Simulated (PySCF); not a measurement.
# Excitation energy of Fe by level of theory

Fe [Ar] 3d6 4s2 (5D) → Fe [Ar] 3d8 (3F), as a difference of total energies. All numbers are calculated (PySCF 2.14, the spin-free X2C one-electron Hamiltonian (Gaussian nucleus), in aug-cc-pVTZ-DK (8s7p5d3f2g, 93 functions)). Correlated levels: valence: [Ar] frozen. The calculations carry no spin-orbit coupling.

```
           method  excitation energy (cm⁻¹)
              UHF                     63361
    MP2 (valence)                     27658
SCS-MP2 (valence)                     28330
   CCSD (valence)                     41057
CCSD(T) (valence)                     37364
```

Errors of the correlated levels include the incompleteness of this basis and the frozen core.

The coupled-cluster amplitudes are large for the upper state (T1 above 0.03 or a double amplitude above 0.15), so a single reference is strained.

For comparison: 32863 cm⁻¹ (measured; NIST levels, between the centres of gravity of the two terms).
